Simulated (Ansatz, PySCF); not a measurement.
Reaction R1 → P1 + P2, each structure at its B3LYP-D3(BJ)/def2-TZVP stationary point, reached from a drawn start (curvature not checked).
R1: H2O2Zn (SMILES [OH][Zn][OH]), charge 0, multiplicity 1.
P1, HOZn (SMILES [OH][Zn]) (charge 0, multiplicity 2, Z-matrix in Å and degrees):
```
O
H 1 0.9650
Zn 1 1.8444 2 112.90
```
P2: OH (SMILES [OH]), charge 0, multiplicity 2.

P less R. No zero-point or thermal terms; singlets are restricted closed shells; open shells are unrestricted; no spin–orbit coupling. The spin states of the d-block species are the ones drawn and need not be the lowest.

Frozen-core correlation throughout.

Run with Ansatz (Gaussian orbitals); PySCF for the D3/D4 terms. Each number belongs to the level named beside it.

PBE/def2-TZVPP gives 417.0 kJ/mol for the reaction energy.

Problem. Where do these levels fall relative to PBE: PBE-D3(BJ)/def2-TZVPP, r2SCAN/def2-TZVPP, B3LYP/def2-TZVPP, wB97M-V/def2-TZVPP, B2PLYP/def2-TZVPP, MP2/def2-QZVPP, CCSD(T)/def2-QZVPP.

Solution. PBE-D3(BJ)/def2-TZVPP 2.1; r2SCAN/def2-TZVPP -11.7; B3LYP/def2-TZVPP -23.5; wB97M-V/def2-TZVPP 0.4; B2PLYP/def2-TZVPP -6.7; MP2/def2-QZVPP 41.3; CCSD(T)/def2-QZVPP 4.7 kJ/mol. 4 of 7 lie above PBE; the widest gap is to MP2/def2-QZVPP.

Ansatz is a quantum-chemistry and plane-wave program.
